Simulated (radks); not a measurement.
Charge is removed step by step from the 4f up level of Eu3+, starting from [Xe] 4f(up 6, down 0). All-electron calculation, scalar-relativistic Kohn-Sham, PBE, spin-polarised, spherical densities, point nucleus. Program: a radial shooting solver on a logarithmic mesh with Libxc functionals.

removed (e)  E - E(0) (eV)  eigenvalue (eV)  E minus straight line (eV)
0                    0.000          -34.767                       0.000
0.25                 9.287          -39.467                      -1.827
0.5                 19.768          -44.316                      -2.459
0.75                31.479          -49.305                      -1.862
1                   44.455          -54.431                       0.000

Removing the whole electron costs 44.455 eV by Delta-SCF, against 34.767 eV from minus the eigenvalue at the starting occupation. Slater's transition state (half an electron removed) gives 44.316 eV. Integrating minus the eigenvalue over the occupation (Janak's theorem) gives 44.410 eV. In this scalar-relativistic scheme the density is built from large components alone, so the theorem holds only approximately. The mean slope of the eigenvalue, de/dn, is 19.7 eV per electron. Ionisation energy of Eu3+ in the NIST Atomic Spectra Database: 42.9 eV (semi-empirical).
